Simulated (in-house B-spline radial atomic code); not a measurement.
RPA and G0W0 on r2SCAN0: the tungsten ion W⁶⁺

Configuration [Xe] 4f14, mean-field start r2SCAN0. Computed with a B-spline radial code for spherical atoms: all electrons, scalar-relativistic (spin-free one-electron X2C), finite nucleus, each spin shell either full or empty, empty states to l = 9 with an (l + 1/2)⁻⁴ tail; G0W0 by contour deformation at full frequency.

Without the two-electron picture change, the correlation of inner shells comes somewhat too large for so heavy an element.

Command:
```bash
python run_gw.py task.json out
```
Settings (radii: box in bohr, nucleus in fm):
```
Z                        74
electrons                68
configuration            [Xe] 4f14
hamiltonian              x2c
method                   r2scan0
lmax                     9
rms_radius               5.3658
spin_polarised           False
box_radius               9.29
intervals                66
```

Run time, properties included: 2.1 s on 1 thread of AMD EPYC 9R14, on a shared host.

Energies (hartree):

| term | value |
| --- | --- |
| mean-field total | -16136.05328 |
| Hartree-Fock functional on these orbitals | -16131.14036 |
| direct second order | -7.1062 |
| second-order exchange | 1.7643 |
| SOSEX correction | 1.6493 |

Problem. What is the RPA correlation energy, and what remains with SOSEX?

Solution. RPA gives -6.1675 hartree (-2.47 eV per electron); RPA + SOSEX gives -4.5182, and the second-order doubles -5.342 hartree (no singles). SOSEX takes back 27 % of the RPA value.

Quasi-particle levels (eV):

| level | occupied | mean field | Σx - vxc | Σc | QP weight | G0W0 |
| --- | --- | --- | --- | --- | --- | --- |
| 4f | yes | -114.13 | -12.95 | ? | ? | ? |
| 5p | yes | -119.52 | -5.44 | -0.84 | 0.968 | -125.80 |
| 5d | no | -68.57 | 6.13 | -1.83 | 0.978 | -64.27 |

G0W0 = mean field + (Σx - vxc) + Σc, with Σc (partial-wave tail included) taken at the quasi-particle energy. Only the outer levels were computed. Levels of low weight are left out.

Problem. Where does G0W0 put 4f?

Solution. At -123.04 eV, with Σc = 4.04 eV and a quasi-particle weight of 0.946. The tabulated removal energy is 122.01 ± 0.06 eV (NIST, semi-empirical); the calculation leaves out spin-orbit coupling, Breit and QED terms, and what these don't explain is the method's own error.
